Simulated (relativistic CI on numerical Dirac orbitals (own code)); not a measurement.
Spin-allowed bands of a d8 ion in a tetrahedral site, by hand

Problem. Take Δ = 6200 cm⁻¹ and B = 390 cm⁻¹ for a d8 ion in a tetrahedral site. Calculate the three spin-allowed bands.

Working.
1. The terms of highest spin are 3F (energy 0) and 3P (15B = 5850 cm⁻¹). Here the F term splits into A2 at +1.2Δ = 7440, T2 at +0.2Δ = 1240 and T1 at −0.6Δ = -3720 cm⁻¹.
2. The two T1 states mix through the element 0.4Δ: H = [[-3720, 2480], [2480, 5850]], with roots ½(H₁₁ + H₂₂) ∓ ½√[(H₂₂ − H₁₁)² + 4H₁₂²] = ½(2130) ∓ ½(10779) = -4324 and 6454 cm⁻¹.
3. The ground term is 3T1 at -4324 cm⁻¹.
4. Bands: 3T2 5564 cm⁻¹ (1797 nm), 3T1(P) 10779 cm⁻¹ (928 nm), 3A2 11764 cm⁻¹ (850 nm).

Check. Exact diagonalisation of the whole d8 shell with these parameters gives 3T2 5564, 3T1 10779, 3A2 11764 cm⁻¹. The match is exact, since without spin-orbit coupling no other term has this spin. The ratio of the second band to the first, 1.937, depends on Δ/B = 15.9 alone, which is how a Tanabe-Sugano diagram is read.
